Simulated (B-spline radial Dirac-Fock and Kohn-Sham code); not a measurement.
# What relativity does to the binding energies of Ce⁴³⁺

System: Ce⁴³⁺ in the configuration [Ne] 3s2 3p3.

Both columns are ΔSCF binding energies of the configuration average from a B-spline atomic structure program: non-relativistic Hartree-Fock with a point nucleus, and Dirac-Fock with a finite nucleus and the Coulomb interaction alone, averaged over the two j levels with weights 2j+1.

```
shell  Hartree-Fock (eV)  Dirac-Fock (eV)  shift (eV)  shift (%)
   1s            41400.0          43387.9    +1987.93      +4.80
   2s             8683.9           9219.2     +535.27      +6.16
   3s             3447.1           3606.1     +159.05      +4.61
   3p             3337.9           3406.6      +68.66      +2.06
```

Relativity binds 1s, 2s, 3s, 3p more strongly, among those listed most of all 2s in relative terms.

Values without a named source are computed, but for edge energies of neutral atoms, which are taken from tables.
